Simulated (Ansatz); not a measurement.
Pd₂Se₃, relaxed as a singlet with RKS PBE-D4/def2-SVP in Ansatz, starting from the GFN2-xTB geometry. Force threshold 0.02 eV/Å.

In the def2 sets Pd takes a core potential; there is no spin–orbit coupling. The restricted singlet is unstable towards broken spin symmetry in Hartree–Fock (as tested in another run); at PBE-D4/def2-SVP this wasn't settled. The relaxation made no stability test and no search for a lower SCF solution. No other spin state of charge 0 was run. Another isomer (singlet) lies 0.18 eV lower at PBE-D4/def2-SVP; other spin states weren't run for this one.

Start:

```xyz
5

Pd    1.2127    0.2321   -0.9265
Pd   -0.3649   -0.1453    1.4937
Se   -0.1861    2.0551    0.2187
Se   -1.0481   -0.1012   -0.6982
Se    0.3864   -2.0407   -0.0877
```

```json
{"step": "1", "energy (eV)": "-202960.2305", "largest force component (eV/Å)": "1.489", "SCF passes": "24"}
{"step": "2", "energy (eV)": "-202960.3408", "largest force component (eV/Å)": "0.332", "SCF passes": "32"}
{"step": "3", "energy (eV)": "-202960.3592", "largest force component (eV/Å)": "0.124", "SCF passes": "34"}
{"step": "4", "energy (eV)": "-202960.3623", "largest force component (eV/Å)": "0.051", "SCF passes": "25"}
{"step": "5", "energy (eV)": "-202960.3629", "largest force component (eV/Å)": "0.009", "SCF passes": "27"}
```

Force components are those of the run's own axes.

End:

Cartesian coordinates in Å:
```
Pd 1.234 0.231 -0.811
Pd -0.249 -0.140 1.466
Se -0.217 2.090 0.199
Se -1.131 -0.104 -0.754
Se 0.364 -2.077 -0.101
```

By distances, no bond broke or formed. The bond that changes most is Pd2–Se4, from 2.30 to 2.39 Å (atoms count from 1).

No frequencies were taken in this run, so the end may be a saddle point.

Run time 20 s (4 threads of Arm Neoverse N1 on a shared host).
